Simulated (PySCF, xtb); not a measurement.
Re(O)3(Me) (CH3O3Re), SMILES [CH3][Re](=[O])(=[O])=[O], multiplicity 1.

Harmonic wavenumbers (cm⁻¹) from xtb with GFN2-xTB at its own minimum, in rising order: 101, 169, 169, 214, 245, 246, 440, 801, 802, 876, 938, 939, 1256, 1411, 1411, 2995, 3012, 3013.

Question: What does PBE-D3(BJ)/def2-SVP in PySCF 2.14.0 give at its own minimum? (The exact figures need the calculation; the answer reports its results.)

Answer: 189, 205, 205, 258, 318, 318, 566, 707, 707, 971, 971, 994, 1178, 1351, 1351, 2972, 3089, 3089. Paired by order, the mean absolute difference is 68 cm⁻¹ and the zero-point energies are 27.2 and 27.8 kcal/mol.
